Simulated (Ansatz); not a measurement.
This geometry of CH$_{3}$FSTe (7 atoms, charge 0, multiplicity 1) is a first-order saddle point.

Level of theory: RKS PBE-D4/def2-SVP in Ansatz 0.2.0.

```xyz
7
Properties=species:S:1:pos:R:3
F 1.331 -1.212 -0.137
C 0.146 -0.535 0.015
S 0.310 0.989 0.982
Te -0.632 -0.018 -2.007
H -0.589 -1.221 0.482
H 0.484 0.365 2.186
H -0.989 1.564 -1.567
```

Which two structures does it join? (They come from a converged band through this point; their orientation in space is the band's.)

No bond is made or broken. The dihedral S3–C2–Te4–H7 goes from -69 to 53°.

Initial state:

```xyz
7
Properties=species:S:1:pos:R:3
F 1.177 -1.391 -0.078
C 0.186 -0.442 0.014
S 0.643 0.970 1.045
Te -0.164 0.293 -2.054
H -0.742 -0.928 0.376
H 0.521 0.320 2.245
H -1.560 1.111 -1.593
```

Final state:

```xyz
7
Properties=species:S:1:pos:R:3
F 1.253 -0.930 -0.282
C -0.002 -0.505 0.066
S 0.038 0.940 1.167
Te -1.209 0.029 -1.707
H -0.550 -1.352 0.532
H 0.807 0.344 2.131
H -0.276 1.405 -1.952
```

How far does it lie above each of them?

0.037 eV above the first and 0.067 eV above the second. This is the barrier of this one path; another mechanism may lie lower.

The run took 2.3 min on 1 thread of Arm Neoverse V2, with other jobs on the host, peak memory 0.12 GiB.
